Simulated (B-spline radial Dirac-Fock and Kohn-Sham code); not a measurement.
# Ta⁵⁴⁺: eigenvalues, ΔSCF and the reference

System: the Ta⁵⁴⁺ ion in the configuration 1s2 2s2 2p6 3s2 3p6 3d1.

The density-functional columns are spherical, spin-unpolarised Dirac-Kohn-Sham results without Breit or QED terms: −ε is minus the orbital energy of the initial state and ΔSCF the difference of two total energies. The reference in the last column comes from Dirac-Fock energy differences between relaxed states, corrected for Breit and QED terms. All numbers are from a B-spline atomic structure program, in eV; a selection of levels is shown. The Kohn-Sham columns are given as differences from the reference. For the 1s level of heavy atoms much of the gap between ΔSCF and the reference is the Breit and QED part, -336.3 eV here; for other levels the error of the functional can be larger.

```csv
level,LDA −ε − DF,LDA ΔSCF − DF,Dirac-Fock
K,-271.0,+323.9,71266.1
L1,-182.7,-39.0,15423.1
L2,-135.8,+38.8,14904.8
L3,-146.0,+10.1,13627.5
M1,-83.6,-23.2,5947.4
M2,-51.9,+12.3,5733.9
M3,-55.2,+5.1,5410.9
"M4,5",-67.0,+2.4,5115.3
```

Values without a named source are computed, but for edge energies of neutral atoms, which are taken from tables.
